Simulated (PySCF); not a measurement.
A calculated (UHF, PySCF 2.14, cc-pVTZ, the non-relativistic Hamiltonian (point nucleus)) atom or ion has these occupied shells.

| shell | electrons | orbital energy (eV) | rms radius, mean of both spins (bohr) |
| --- | --- | --- | --- |
| 1s α | 1 | -4994.3 | 0.0812 |
| 1s β | 1 | -4994.2 | 0.0812 |
| 2s α | 1 | -590.60 | 0.353 |
| 2s β | 1 | -589.55 | 0.353 |
| 2p α | 3 | -491.76 | 0.321 |
| 2p β | 3 | -490.80 | 0.321 |
| 3s α | 1 | -87.166 | 1.09 |
| 3s β | 1 | -83.328 | 1.09 |
| 3p α | 3 | -58.218 | 1.18 |
| 3p β | 3 | -53.742 | 1.18 |
| 3d α | 2 | -19.418 | 1.62 |
| 4s α | 1 | -12.941 | 3.51 |

(1) Name the element and its charge.

## Answers

(1) Ti⁺ (titanium, charge +1), in [Ar] 3d2 4s1, high-spin 4F determinant.
